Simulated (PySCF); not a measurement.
What binds CsCl: the parts of the energy along the bond

State: ¹Σ⁺, singlet, closed shell. RHF-based CCSD(T) in PySCF 2.14 with Cs cc-pwCVDZ-X2C, Cl aug-cc-pVDZ-DK and Cs cc-pwCVTZ-X2C, Cl aug-cc-pVTZ-DK (frozen core orbitals: 28; spin-free X2C with a Gaussian nucleus). Correlation energies are extrapolated as n⁻³ (n = 2, 3), Hartree–Fock as (n+1)·exp(−9√n). CV is the change on freezing 24 orbitals instead, in Cs cc-pwCVTZ-X2C, Cl cc-pCVTZ-DK. All energies in eV from Cs + Cl.

| R (Å) | HF/CBS | CCSD corr. | (T) | CV | total |
| --- | --- | --- | --- | --- | --- |
| 2.5552 | -2.679 | -1.156 | -0.1209 | -0.0128 | -3.968 |
| 2.6713 | -3.044 | -1.089 | -0.1135 | -0.0106 | -4.258 |
| 2.7874 | -3.256 | -1.034 | -0.1075 | -0.0088 | -4.406 |
| 2.9036 | -3.358 | -0.988 | -0.1025 | -0.0074 | -4.456 |
| 3.0197 | -3.384 | -0.950 | -0.0984 | -0.0063 | -4.439 |
| 3.1649 | -3.346 | -0.911 | -0.0943 | -0.0053 | -4.356 |
| 3.3101 | -3.257 | -0.880 | -0.0910 | -0.0046 | -4.233 |

A fit to the total gives Re = 2.9255 Å, De = 4.457 eV, ωe = 211.9 cm⁻¹, Be = 0.07115 cm⁻¹ (masses 132.9054 and 34.9689 u).

Question: At R = 2.9036 Å the CCSD correlation energy is -0.265587 hartree in the smaller basis and -0.397240 in the larger. Extrapolate it.

Answer: (3³·E3 − 2³·E2)/(3³ − 2³) = -0.45267 hartree; the larger basis holds 87.8 % of it.

The T1 diagnostic is 0.009. The open-shell atoms are computed with UHF. Spin–orbit coupling, excitations beyond (T) and corrections to the Born–Oppenheimer picture are left out, and spin–orbit coupling matters for open p, d or f shells this heavy.
